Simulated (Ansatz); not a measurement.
C$_{2}$H$_{4}$BrFSi (`FC1(Br)C[SiH2]1`). Charge 0, multiplicity 1. The geometry is a stationary point of PBE0-D4/def2-TZVP.

```xyz
9

F    -1.925    0.608   -0.090
C    -0.840   -0.206   -0.133
Br   -1.378   -2.043   -0.354
C     0.194    0.043    0.950
Si    0.812    0.352   -0.787
H     0.518   -0.806    1.540
H    -0.023    0.928    1.544
H     0.963    1.758   -1.212
H     1.679   -0.634   -1.459
```

Task: What is the dipole moment at B3LYP/def2-TZVPP? (An estimate is asked.)

Result: The calculation gave: 2.53 D, with components (2.37, 0.89, 0.16) D in this frame, pointing from negative to positive charge.

Task: And with PBE, r2SCAN, ωB97M-V? (Best estimate.)

Result: Computed: PBE 2.29 D, r2SCAN 2.47 D, ωB97M-V 2.57 D.

Task: Give the Mulliken charges with B3LYP, ωB97M-V, PBE in def2-TZVPP. (Best estimate.)

Result: Computed: 
```json
{"atom": "F1", "B3LYP": "-0.20", "ωB97M-V": "-0.18", "PBE": "-0.15"}
{"atom": "C2", "B3LYP": "0.18", "ωB97M-V": "0.10", "PBE": "0.16"}
{"atom": "Br3", "B3LYP": "-0.11", "ωB97M-V": "-0.08", "PBE": "-0.11"}
{"atom": "C4", "B3LYP": "-0.28", "ωB97M-V": "-0.32", "PBE": "-0.22"}
{"atom": "Si5", "B3LYP": "0.26", "ωB97M-V": "0.22", "PBE": "0.18"}
{"atom": "H6", "B3LYP": "0.12", "ωB97M-V": "0.13", "PBE": "0.10"}
{"atom": "H7", "B3LYP": "0.11", "ωB97M-V": "0.13", "PBE": "0.10"}
{"atom": "H8", "B3LYP": "-0.04", "ωB97M-V": "0.00", "PBE": "-0.03"}
{"atom": "H9", "B3LYP": "-0.04", "ωB97M-V": "0.01", "PBE": "-0.03"}
```

B3LYP here is the variant with VWN-RPA as its local correlation; programs differ in this.
